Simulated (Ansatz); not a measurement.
Relaxation of the cluster Si₂Au₄⁻ with UKS r2SCAN-D4/def2-SVPD.

```sh
$ ansatz run in.yaml --threads 4 --pin off --events-out ev --progress --plain --max-ram 4787MiB
```

```yaml
crystal:
  periodic: [false, false, false]
  atoms:
    - {symbol: Au, position_ang: [0.730400, 0.456750, 2.618990]}
    - {symbol: Au, position_ang: [0.539250, -3.754550, 1.211390]}
    - {symbol: Au, position_ang: [-1.430180, 3.656450, -2.596080]}
    - {symbol: Au, position_ang: [-0.608650, 1.742350, -1.099620]}
    - {symbol: Si, position_ang: [0.185310, -0.019840, 0.315510]}
    - {symbol: Si, position_ang: [0.583870, -2.081160, -0.450190]}
basis:
  gaussian: {orbitals: def2-SVPD}
total_charge: -1
magnetization: {spin_polarized: true, initial_magnetization: 1}
hamiltonian: {xc: r2scan, dispersion: d4}
scf: {lower_state_search: "off"}
output: {orbitals: {seedname: orbitals}}
relax: {f_tol: 0.02, max_steps: 100}
```

Hardware: 4 threads of Arm Neoverse V1 on a shared host. Wall time 3.5 min.

Positions (Å) and forces (eV/Å) at steps 1, 2, 3, 4, 5, 6, 7, 8, 9, 10, 11, 12, 13, 14, 15, 16, 18 of 18:

```xyz
6
step=1 energy=-30534.0438 eV
Au    0.730    0.457    2.619   -0.176   -0.137   -0.965
Au    0.539   -3.755    1.211   -0.041    0.470   -0.244
Au   -1.430    3.656   -2.596   -0.075    0.101   -0.114
Au   -0.609    1.742   -1.100    0.470   -0.753    0.732
Si    0.185   -0.020    0.316   -0.411    1.280    0.732
Si    0.584   -2.081   -0.450    0.232   -0.961   -0.141
6
step=2 energy=-30534.2419 eV
Au    0.702    0.485    2.514    0.006   -0.034   -0.031
Au    0.515   -3.617    1.210   -0.022    0.135   -0.020
Au   -1.407    3.575   -2.548    0.008    0.025   -0.027
Au   -0.546    1.694   -0.987   -0.026   -0.022    0.089
Si    0.131   -0.046    0.347   -0.069    0.222    0.073
Si    0.604   -2.091   -0.535    0.103   -0.327   -0.084
6
step=3 energy=-30534.2604 eV
Au    0.706    0.446    2.496    0.021   -0.028    0.047
Au    0.505   -3.547    1.244   -0.017    0.066    0.031
Au   -1.394    3.580   -2.550    0.018   -0.005    0.016
Au   -0.571    1.698   -0.957   -0.051    0.041   -0.001
Si    0.123   -0.060    0.334   -0.020    0.009   -0.062
Si    0.631   -2.116   -0.567    0.049   -0.083   -0.031
6
step=4 energy=-30534.2796 eV
Au    0.702    0.321    2.424    0.029   -0.019    0.032
Au    0.469   -3.445    1.358   -0.026    0.080    0.039
Au   -1.402    3.638   -2.525   -0.004    0.011    0.042
Au   -0.620    1.735   -0.941    0.023   -0.035   -0.082
Si    0.128   -0.082    0.235   -0.080   -0.001    0.065
Si    0.723   -2.167   -0.552    0.058   -0.035   -0.095
6
step=5 energy=-30534.3007 eV
Au    0.721    0.187    2.407   -0.022   -0.025   -0.074
Au    0.428   -3.272    1.442    0.005    0.120   -0.119
Au   -1.407    3.672   -2.493    0.008   -0.011    0.017
Au   -0.638    1.711   -0.974   -0.010   -0.024    0.055
Si    0.101   -0.114    0.204    0.052   -0.059   -0.058
Si    0.796   -2.184   -0.586   -0.033    0.000    0.178
6
step=6 energy=-30534.3178 eV
Au    0.716    0.078    2.349    0.003   -0.019   -0.027
Au    0.365   -3.106    1.521    0.031    0.159   -0.244
Au   -1.418    3.696   -2.447   -0.005   -0.001    0.026
Au   -0.667    1.706   -0.958    0.015   -0.048    0.009
Si    0.123   -0.152    0.130    0.008   -0.042   -0.035
Si    0.881   -2.222   -0.595   -0.053   -0.049    0.272
6
step=7 energy=-30534.3297 eV
Au    0.727   -0.011    2.320    0.031    0.084    0.057
Au    0.278   -2.934    1.549    0.015    0.060   -0.244
Au   -1.436    3.695   -2.404   -0.012    0.000    0.019
Au   -0.684    1.680   -0.953    0.030   -0.051    0.037
Si    0.155   -0.185    0.087   -0.027   -0.029   -0.087
Si    0.960   -2.245   -0.599   -0.037   -0.064    0.219
6
step=8 energy=-30534.3569 eV
Au    0.748    0.068    2.296    0.029    0.034    0.015
Au    0.132   -2.834    1.498    0.014    0.125   -0.227
Au   -1.460    3.659   -2.336   -0.016    0.019    0.027
Au   -0.683    1.636   -0.911    0.012   -0.088   -0.026
Si    0.207   -0.242    0.058   -0.005   -0.023    0.058
Si    1.056   -2.288   -0.605   -0.032   -0.066    0.152
6
step=9 energy=-30534.4008 eV
Au    0.786    0.125    2.309    0.027    0.028   -0.025
Au   -0.003   -2.716    1.421   -0.030    0.154   -0.172
Au   -1.480    3.623   -2.277   -0.012   -0.013    0.022
Au   -0.690    1.561   -0.908   -0.003   -0.048    0.027
Si    0.258   -0.284    0.073   -0.014   -0.036    0.080
Si    1.130   -2.309   -0.617    0.032   -0.086    0.068
6
step=10 energy=-30534.4501 eV
Au    0.828    0.169    2.311    0.042    0.025   -0.023
Au   -0.141   -2.605    1.339   -0.032    0.155   -0.162
Au   -1.500    3.582   -2.230   -0.025   -0.025    0.024
Au   -0.707    1.501   -0.889    0.039   -0.035    0.027
Si    0.315   -0.314    0.080   -0.083   -0.031    0.086
Si    1.206   -2.333   -0.612    0.060   -0.089    0.048
6
step=11 energy=-30534.4806 eV
Au    0.884    0.209    2.300    0.034    0.004   -0.019
Au   -0.267   -2.497    1.244   -0.116   -0.141   -0.001
Au   -1.531    3.538   -2.190    0.000   -0.021    0.027
Au   -0.687    1.466   -0.864   -0.077   -0.031    0.005
Si    0.307   -0.363    0.100    0.164    0.206   -0.098
Si    1.294   -2.353   -0.589   -0.005   -0.018    0.085
6
step=12 energy=-30534.5076 eV
Au    1.020    0.148    2.275   -0.015    0.044   -0.021
Au   -0.435   -2.469    1.140   -0.040   -0.058   -0.044
Au   -1.584    3.525   -2.194   -0.020   -0.013    0.021
Au   -0.717    1.466   -0.867   -0.021   -0.005   -0.012
Si    0.322   -0.336    0.091    0.163    0.043    0.021
Si    1.393   -2.333   -0.446   -0.066   -0.011    0.035
6
step=13 energy=-30534.5250 eV
Au    1.066    0.260    2.276    0.002   -0.002   -0.033
Au   -0.577   -2.455    1.004    0.139    0.076   -0.132
Au   -1.625    3.476   -2.148   -0.053   -0.011    0.021
Au   -0.709    1.424   -0.843    0.117   -0.012   -0.044
Si    0.425   -0.329    0.110   -0.085   -0.047    0.109
Si    1.420   -2.376   -0.398   -0.120   -0.004    0.080
6
step=14 energy=-30534.5340 eV
Au    1.122    0.304    2.292   -0.015    0.007   -0.002
Au   -0.659   -2.465    0.908    0.147    0.143   -0.110
Au   -1.688    3.449   -2.121   -0.010   -0.041    0.003
Au   -0.646    1.414   -0.880    0.030    0.023    0.048
Si    0.453   -0.319    0.151   -0.050   -0.124   -0.001
Si    1.418   -2.383   -0.350   -0.102   -0.008    0.063
6
step=15 energy=-30534.5426 eV
Au    1.136    0.289    2.320    0.007    0.011    0.023
Au   -0.699   -2.383    0.836   -0.107   -0.042    0.047
Au   -1.743    3.378   -2.126   -0.012    0.003   -0.001
Au   -0.594    1.427   -0.852    0.002    0.009   -0.001
Si    0.501   -0.312    0.165    0.024    0.058   -0.025
Si    1.398   -2.400   -0.344    0.085   -0.038   -0.042
6
step=16 energy=-30534.5445 eV
Au    1.146    0.298    2.324    0.005    0.003    0.006
Au   -0.734   -2.364    0.804   -0.001    0.005   -0.007
Au   -1.770    3.360   -2.115   -0.002   -0.003    0.004
Au   -0.572    1.429   -0.853   -0.001    0.008   -0.009
Si    0.527   -0.308    0.165   -0.004   -0.007    0.004
Si    1.404   -2.414   -0.326    0.003   -0.006    0.003
6
step=18 energy=-30534.5449 eV
Au    1.169    0.313    2.330    0.000   -0.004   -0.002
Au   -0.771   -2.346    0.752    0.015    0.006   -0.008
Au   -1.796    3.334   -2.106    0.005    0.000    0.004
Au   -0.552    1.429   -0.848   -0.010   -0.006   -0.008
Si    0.546   -0.307    0.175    0.005   -0.001    0.005
Si    1.405   -2.424   -0.303   -0.015    0.005    0.008
```

In the def2 sets Au takes a core potential; there is no spin–orbit coupling. The structure comes from a short search, and lower isomers may exist.
